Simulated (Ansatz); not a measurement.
A structure relaxed at PBE-D4/def2-SVP in Ansatz, charge 1, singlet:

Cartesian coordinates in Å:
```
Ta -1.4030 -2.1845 0.8538
Ta -1.0055 0.3230 1.2087
Ta 0.4782 -1.8798 -0.8331
Ta 1.0536 -1.4953 1.6178
Ta -1.5484 -0.1033 -1.1791
Si 1.1745 0.4423 -0.2470
Si 1.7523 2.6674 -0.8091
Si -0.5015 2.2303 -0.6120
```

(1) Give its formula.

(2) Summarise the bond lengths by kind (pairs closer than 1.2 times the sum of covalent radii, bridged metal pairs left out).

Answers

(1) Ta₅Si₃⁺.

(2) 10 × Ta–Ta 2.49 to 4.07 Å; 6 × Si–Ta 2.49 to 2.93 Å; 3 × Si–Si 2.30 to 2.48 Å.

In the def2 sets Ta takes a core potential; there is no spin–orbit coupling. This restricted singlet of an open-shell metal (gap down to 0.54 eV) wasn't tested against broken symmetry. The relaxation made no stability test and no search for a lower SCF solution. No other spin state of charge 1 was run. Another isomer (singlet) lies 1.27 eV lower at PBE0-D4/def2-TZVP; other spin states weren't run for this one.
